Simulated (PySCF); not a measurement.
Molfile (atoms numbered from 1):
```
C12H10O
     RDKit          3D

 23 24  0  0  0  0  0  0  0  0999 V2000
   -4.2220   -0.2139    0.2898 C   0  0  0  0  0  0  0  0  0  0  0  0
   -3.1384   -0.8416    0.9037 C   0  0  0  0  0  0  0  0  0  0  0  0
   -1.8563   -0.3076    0.8004 C   0  0  0  0  0  0  0  0  0  0  0  0
   -1.6601    0.8650    0.0664 C   0  0  0  0  0  0  0  0  0  0  0  0
   -0.4416    1.4719   -0.0266 O   0  0  0  0  0  0  0  0  0  0  0  0
    0.6965    0.7383   -0.1900 C   0  0  0  0  0  0  0  0  0  0  0  0
    1.8548    1.2185    0.4222 C   0  0  0  0  0  0  0  0  0  0  0  0
    3.0601    0.5466    0.2370 C   0  0  0  0  0  0  0  0  0  0  0  0
    3.1149   -0.6044   -0.5487 C   0  0  0  0  0  0  0  0  0  0  0  0
    1.9517   -1.0753   -1.1572 C   0  0  0  0  0  0  0  0  0  0  0  0
    0.7405   -0.4088   -0.9869 C   0  0  0  0  0  0  0  0  0  0  0  0
   -2.7377    1.5018   -0.5493 C   0  0  0  0  0  0  0  0  0  0  0  0
   -4.0159    0.9614   -0.4318 C   0  0  0  0  0  0  0  0  0  0  0  0
   -5.2246   -0.6382    0.3767 H   0  0  0  0  0  0  0  0  0  0  0  0
   -3.2911   -1.7575    1.4797 H   0  0  0  0  0  0  0  0  0  0  0  0
   -1.0073   -0.7923    1.2867 H   0  0  0  0  0  0  0  0  0  0  0  0
    1.7877    2.1200    1.0338 H   0  0  0  0  0  0  0  0  0  0  0  0
    3.9654    0.9261    0.7166 H   0  0  0  0  0  0  0  0  0  0  0  0
    4.0610   -1.1314   -0.6884 H   0  0  0  0  0  0  0  0  0  0  0  0
    1.9848   -1.9710   -1.7822 H   0  0  0  0  0  0  0  0  0  0  0  0
   -0.1692   -0.7704   -1.4702 H   0  0  0  0  0  0  0  0  0  0  0  0
   -2.5517    2.4187   -1.1113 H   0  0  0  0  0  0  0  0  0  0  0  0
   -4.8577    1.4630   -0.9147 H   0  0  0  0  0  0  0  0  0  0  0  0
  1  2  2  0
  2  3  1  0
  3  4  2  0
  4  5  1  0
  5  6  1  0
  6  7  2  0
  7  8  1  0
  8  9  2  0
  9 10  1  0
 10 11  2  0
  4 12  1  0
 12 13  2  0
 13  1  1  0
 11  6  1  0
  1 14  1  0
  2 15  1  0
  3 16  1  0
  7 17  1  0
  8 18  1  0
  9 19  1  0
 10 20  1  0
 11 21  1  0
 12 22  1  0
 13 23  1  0
M  END
```

Geometry: PBE0-D3(BJ)/def2-SVP; GIAO shifts from PySCF 2.14.0 with density-fitted response routines, gas phase, non-relativistic, averaged over equivalent atoms.

At PBE0/pcSseg-1 (271 basis functions):
```tsv
atoms	δ (ppm)
C4/C6	163.3
C2/C8/C10/C13	135.4
C1/C9	127.8
C3/C7/C11/C12	123.9
O5	175.4
H15/H18/H20/H23	7.44
H14/H19	7.17
H16/H17/H21/H22	7.14
```

Referencing at the same level of theory: TMS for ¹³C (σref 184.41) and ¹H (σref 31.27); ¹⁷O (σref 334.56) against H2O.

Task: Estimate the result of repeating the calculation with PBE/pcSseg-1.

Result: 
| atoms | δ at PBE/pcSseg-1 | change |
| --- | --- | --- |
| C4/C6 | 161.4 | -1.9 |
| C2/C8/C10/C13 | 132.7 | -2.7 |
| C1/C9 | 125.4 | -2.4 |
| C3/C7/C11/C12 | 121.2 | -2.7 |
| O5 | 197.9 | +22.5 |
| H15/H18/H20/H23 | 7.30 | -0.14 |
| H14/H19 | 7.03 | -0.14 |
| H16/H17/H21/H22 | 6.99 | -0.15 |

Chemical shifts δ = σref − σ; TMS for ¹³C (σref 180.03) and ¹H (σref 31.20); ¹⁷O (σref 334.63) vs H2O, all at this level.

The largest change is at O5 (ether oxygen). Cost: 271 basis functions. The order of the carbon signals is the same at both levels.

Experimental scales use liquid or dissolved standards, which lie at an offset from isolated H2O (liquid H2O: subtract about 36 ppm).
